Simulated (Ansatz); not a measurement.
C6H3ClGe (`C#[C][Ge]([Cl])([C]#C)[C]#C`), one more setting.

```yaml
crystal:
  periodic: [false, false, false]
  atoms:
    - {symbol: C, position_ang: [-0.334773, -0.286084, 2.980321]}
    - {symbol: C, position_ang: [-0.399392, -0.121363, 1.706447]}
    - {symbol: Ge, position_ang: [-0.558194, 0.182372, -0.153491]}
    - {symbol: Cl, position_ang: [-2.548967, 0.744375, -0.593918]}
    - {symbol: C, position_ang: [0.647060, 1.524647, -0.678109]}
    - {symbol: C, position_ang: [1.413949, 2.396089, -0.966940]}
    - {symbol: C, position_ang: [-0.148395, -1.439190, -1.031509]}
    - {symbol: C, position_ang: [0.053871, -2.480818, -1.653669]}
    - {symbol: H, position_ang: [-0.310159, -0.472286, 3.961528]}
    - {symbol: H, position_ang: [2.070303, 3.140071, -1.390051]}
    - {symbol: H, position_ang: [0.273331, -3.382282, -2.135528]}
basis:
  gaussian: {orbitals: def2-mTZVP}
hamiltonian: {xc: {name: CAM-B3LYP}}
```

```sh
$ ansatz run in.yaml --threads 4 --pin off --events-out ev --progress --plain --max-ram 11315MiB
```

It prints (some lines left out):

```
Functional definition: CAM-B3LYP
1849 factors; their error is unknown
438 factors; integrals over basis functions are off by at most 2.3e-5 eV
mean field evaluation 1: about -75299.4035 eV, gradient 6.5e1 eV
mean field evaluation 2: about -75301.2842 eV, gradient 6.3e1 eV
mean field evaluation 4: about -75308.4885 eV, gradient 5.7e0 eV
mean field evaluation 8: about -75308.5641 eV, gradient 2.4e-1 eV
mean field evaluation 16: about -75308.7529 eV, gradient 7.6e-4 eV
mean field -75308.75287095 eV, -2767.5456219015 hartree, gradient 5.2e-5 eV, S^2 0.000000; 0 other end points of the search recorded, 0 dependent functions left out
reference -75308.75303794 eV, -2767.5456280381 hartree; 44, 44 occupied and 137, 137 virtual orbitals, 1849 factors
Total energy: -75308.75303794 eV, -2767.5456280381 hartree
```

Hardware: 4 threads of an Arm Neoverse V1 on a shared host. Wall time 4 s, peak host memory 0.64 GiB.
